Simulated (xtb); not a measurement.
Job for xtb: GFN1-xTB on GeI, 2S+1 = 2, a spin state set in the input, which need not be the lowest, a point of a bond scan (R = 2.349 Å).

```
$ xtb mol.xyz --gfn 1 --sp --chrg 0 --uhf 1
2

Ge     0.00000000     0.00000000     0.00000000
I      0.00000000     0.00000000     2.34918600
```

The log:

```
[...]
           -------------------------------------------------
          |                Calculation Setup                |
           -------------------------------------------------



           -------------------------------------------------
          |                 G F N 1 - x T B                 |
           -------------------------------------------------

        Reference                      10.1021/acs.jctc.7b00118
      * Hamiltonian:
        H0-scaling (s, p, d)           1.850000    2.250000    2.000000
        zeta-weighting                 0.000000
      * Dispersion:
        s8                             2.400000
        a1                             0.630000
        a2                             5.000000
        s9                             0.000000
      * Repulsion:
        kExp                           1.500000
        rExp                           1.000000
      * Coulomb:
        alpha                          2.000000
        third order                    atomic
        anisotropic                    false
      * Halogen bond correction:
        rad-scale                      1.300000
        damping                        0.440000


          ...................................................
          :                      SETUP                      :
          :.................................................:
          :  # basis functions                  20          :
          :  # atomic orbitals                  18          :
          :  # shells                            6          :
          :  # electrons                        11          :
          :  # halogen bonds                     0          :
          :  max. iterations                   250          :
          :  Hamiltonian                  GFN1-xTB          :
          :  restarted?                      false          :
          :  GBSA solvation                  false          :
          :  PC potential                    false          :
          :  electronic temp.          300.0000000     K    :
          :  accuracy                    1.0000000          :
          :  -> integral cutoff          0.2500000E+02      :
          :  -> integral neglect         0.1000000E-07      :
          :  -> SCF convergence          0.1000000E-05 Eh   :
          :  -> wf. convergence          0.2000000E-04 e    :
          :  Broyden damping             0.4000000          :
          :  net charge                          0          :
          :  unpaired electrons                  1          :
          ...................................................

 iter      E             dE          RMSdq      gap      omega  full diag
   1     -5.0896478 -0.508965E+01  0.165E+01    0.00       0.0  T
   2     -5.0396946  0.499531E-01  0.122E+01    0.00       1.0  T
   3     -5.5770765 -0.537382E+00  0.398E+00    0.00       1.0  T
   4     -5.6150451 -0.379686E-01  0.112E+00    0.00       1.0  T
   5     -5.6160556 -0.101050E-02  0.696E-01    0.00       1.0  T
   6     -5.6169704 -0.914839E-03  0.227E-01    0.00       1.0  T
   7     -5.6170685 -0.980960E-04  0.647E-03    0.00      10.9  T
   8     -5.6170685 -0.292864E-08  0.429E-03    0.00      16.5  T
   9     -5.6170686 -0.360672E-07  0.709E-04    0.00      99.7  T
  10     -5.6170686 -0.849472E-09  0.156E-04    0.00     453.2  T
  11     -5.6170686 -0.423803E-10  0.518E-05    0.00    1365.9  T

   *** convergence criteria satisfied after 11 iterations ***

         #    Occupation            Energy/Eh            Energy/eV
      -------------------------------------------------------------
         1        2.0000           -0.8731914             -23.7607
         2        2.0000           -0.5082072             -13.8290
         3        2.0000           -0.4309314             -11.7262
         4        2.0000           -0.4309314             -11.7262
         5        2.0000           -0.3861669             -10.5081
         6        0.5000           -0.2804119              -7.6304 (HOMO)
         7        0.5000           -0.2804119              -7.6304 (LUMO)
         8                         -0.1446221              -3.9354
         9                         -0.1099932              -2.9931
        10                         -0.1099932              -2.9931
        11                         -0.0435956              -1.1863
       ...                                ...                  ...
        18                          0.4555309              12.3956
      -------------------------------------------------------------
                  HL-Gap            0.0000000 Eh            0.0000 eV
             Fermi-level           -0.3068507 Eh           -8.3498 eV

 SCC (total)                   0 d,  0 h,  0 min,  0.002 sec
 SCC setup                      ...        0 min,  0.000 sec (  3.130%)
 Dispersion                     ...        0 min,  0.000 sec (  0.990%)
 classical contributions        ...        0 min,  0.000 sec (  0.445%)
 integral evaluation            ...        0 min,  0.001 sec ( 23.372%)
 iterations                     ...        0 min,  0.001 sec ( 45.605%)
 molecular gradient             ...        0 min,  0.000 sec ( 22.645%)
 printout                       ...        0 min,  0.000 sec (  3.602%)

         :::::::::::::::::::::::::::::::::::::::::::::::::::::
         ::                     SUMMARY                     ::
         :::::::::::::::::::::::::::::::::::::::::::::::::::::
         :: total energy              -5.591213909990 Eh    ::
         :: gradient norm              0.088259654231 Eh/a0 ::
         :: HOMO-LUMO gap              0.000000000000 eV    ::
         ::.................................................::
         :: SCC energy                -5.617068574447 Eh    ::
         :: -> electrostatic           0.000126683774 Eh    ::
         :: repulsion energy           0.026367741594 Eh    ::
         :: dispersion energy         -0.000513077137 Eh    ::
         :: halogen bond corr.         0.000000000000 Eh    ::
         :: add. restraining           0.000000000000 Eh    ::
         :: total charge              -0.000000000000 e     ::
         :::::::::::::::::::::::::::::::::::::::::::::::::::::

           -------------------------------------------------
          |                Property Printout                |
           -------------------------------------------------

    * Orbital Energies and Occupations

         #    Occupation            Energy/Eh            Energy/eV
      -------------------------------------------------------------
         1        2.0000           -0.8731914             -23.7607
         2        2.0000           -0.5082072             -13.8290
         3        2.0000           -0.4309314             -11.7262
         4        2.0000           -0.4309314             -11.7262
         5        2.0000           -0.3861669             -10.5081
         6        0.5000           -0.2804119              -7.6304 (HOMO)
         7        0.5000           -0.2804119              -7.6304 (LUMO)
         8                         -0.1446221              -3.9354
         9                         -0.1099932              -2.9931
        10                         -0.1099932              -2.9931
        11                         -0.0435956              -1.1863
        12                         -0.0435956              -1.1863
        13                         -0.0341559              -0.9294
        14                         -0.0341559              -0.9294
        15                          0.0569113               1.5486
        16                          0.1059846               2.8840
        17                          0.1059846               2.8840
        18                          0.4555309              12.3956
Note: The following floating-point exceptions are signalling: IEEE_UNDERFLOW_FLAG IEEE_DENORMAL
normal termination of xtb
      -------------------------------------------------------------
                  HL-Gap            0.0000000 Eh            0.0000 eV
             Fermi-level           -0.3068507 Eh           -8.3498 eV

  Mulliken/CM5 charges         n(s)   n(p)   n(d)
     1Ge    0.03084 -0.02593   1.785  1.924  0.260
     2I    -0.03084  0.02593   2.039  4.899  0.093

Wiberg/Mayer (AO) data.
largest (>0.10) Wiberg bond orders for each atom

 ---------------------------------------------------------------------------
     #   Z sym  total        # sym  WBO       # sym  WBO       # sym  WBO
 ---------------------------------------------------------------------------
     1  32 Ge   1.727 --     2 I    1.727
     2  53 I    1.727 --     1 Ge   1.727
 ---------------------------------------------------------------------------

Topologies differ in total number of bonds
Writing topology from bond orders to xtbtopo.mol

 dipole moment from electron density (au)
     X       Y       Z
   0.0000  -0.0000   0.0421  total (Debye):    0.107


           -------------------------------------------------
          | TOTAL ENERGY               -5.591213909990 Eh   |
          | GRADIENT NORM               0.088259654231 Eh/α |
          | HOMO-LUMO GAP               0.000000000000 eV   |
           -------------------------------------------------

------------------------------------------------------------------------
------------------------------------------------------------------------
 total:
 SCF:
```

The run finished.

Cost: roughly 0.020 core-seconds.
